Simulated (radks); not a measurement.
Values are calculated unless marked as measured or tabulated.
Task: Species: Xe III. Configuration: [Kr] 4d10 5s2 5p4. Code: a radial shooting solver on a logarithmic mesh with Libxc functionals. Model: Dirac Kohn-Sham, B86b exchange with PBE correlation, spin-unpolarised, spherical densities, finite nucleus; open shells fill j = l - 1/2 first; Fermi nuclear charge, rms radius 4.7859 fm. Some entries of the table are withheld. Estimate them.

| orbital | occ. | eigenvalue (eV) | r(max) (bohr) | <r> (bohr) |
|---|---|---|---|---|
| 1s1/2 | 2 | -34369.55 | 0.01715 | 0.02665 |
| 2s1/2 | 2 | -5365.094 | 0.09709 | 0.1142 |
| 2p1/2 | 2 | -5041.930 | 0.07438 | 0.09620 |
| 2p3/2 | 4 | -4717.226 | 0.07926 | 0.1020 |
| 3s1/2 | 2 | -1114.385 | (1) | 0.3060 |
| 3p1/2 | 2 | (2) | 0.2656 | 0.2961 |
| 3p3/2 | 4 | (3) | 0.2764 | 0.3078 |
| 3d3/2 | 4 | -681.9418 | 0.2242 | 0.2787 |
| 3d5/2 | 6 | -668.9087 | 0.2272 | 0.2824 |
| 4s1/2 | 2 | -218.4307 | 0.6614 | 0.7165 |
| 4p1/2 | 2 | (4) | 0.6771 | 0.7456 |
| 4p3/2 | 4 | (5) | 0.7013 | 0.7733 |
| 4d3/2 | 4 | -81.5814 | 0.7434 | 0.8685 |
| 4d5/2 | 6 | -79.5898 | 0.7517 | 0.8792 |
| 5s1/2 | 2 | -39.1628 | 1.600 | 1.788 |
| 5p1/2 | 2 | -27.5959 | 1.788 | 2.039 |
| 5p3/2 | 2 | -26.0625 | 1.858 | 2.118 |

Result: 
(1) 3s1/2 r(max) (bohr): 0.2791
(2) 3p1/2 eigenvalue (eV): -980.0325
(3) 3p3/2 eigenvalue (eV): -918.3578
(4) 4p1/2 eigenvalue (eV): -170.8566
(5) 4p3/2 eigenvalue (eV): -158.5538
